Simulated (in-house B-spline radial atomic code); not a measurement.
Configurations of Cr VI (Cr5+), with energies counted from [Ar] 3d1. Computed with an all-electron radial atomic-structure program (B-spline basis): Dirac-Hartree-Fock, average of configuration, Fermi nucleus of rms radius 3.6452 fm. Energies include first-order Breit, QED and recoil terms.

Occupations are held fixed; configurations that lie above the ionisation limit could autoionise.

```
       configuration  E - E(ref) (eV)  highest orbital  its <r> (bohr)
            [Ar] 5s1            56.47            5s1/2           3.745
            [Ar] 4f1           58.274            4f5/2           2.868
            [Ar] 6s1           68.777            6s1/2           5.933
            [Ar] 5g1           69.921            5g9/2           4.575
            [Ar] 6p1             70.6            6p3/2           6.353
            [Ar] 6d1           73.503            6d5/2           7.168
[Ne] 3s2 3p5 3d1 4s1           74.562            4s1/2           2.048
            [Ar] 6f1           75.618            6f5/2           7.762
            [Ar] 6g1           75.908            6g9/2            7.32
            [Ar] 7d1           78.047            7d5/2           10.19
            [Ar] 7g1            79.52            7g9/2           10.57
[Ne] 3s2 3p5 3d1 7f1           125.74            7f7/2           10.96
```

Problem. Order these further configurations by energy, lowest first.
A. [Ar] 4s1
B. [Ne] 3s2 3p5 3d1 7g1
C. [Ne] 3s2 3p5 3d1 6f1
D. [Ar] 4p1
E. [Ne] 3s2 3p5 3d1 5s1

Solution. A (28.134 eV), D (36.75 eV), E (102.9 eV), C (122.02 eV), B (125.94 eV).

Problem. How far above the reference does [Ar] 5d1 lie?

Solution. 65.578 eV; its least bound orbital is 5d5/2 with <r> = 4.645 bohr.

Problem. How far above the reference does [Ne] 3s2 3p5 3d1 6s1 lie?

Solution. 115.2 eV; its least bound orbital is 6s1/2 with <r> = 5.933 bohr.

Problem. How far above the reference does [Ar] 7f1 lie?

Solution. 79.326 eV; its least bound orbital is 7f7/2 with <r> = 10.97 bohr.

Problem. One of these lies 69.47 eV from the reference. Which?
A. [Ne] 3s2 3p5 3d1 5f1
B. [Ar] 5p1
C. [Ne] 3s2 3p5 3d1 4f1
D. [Ar] 5f1

Solution. D.
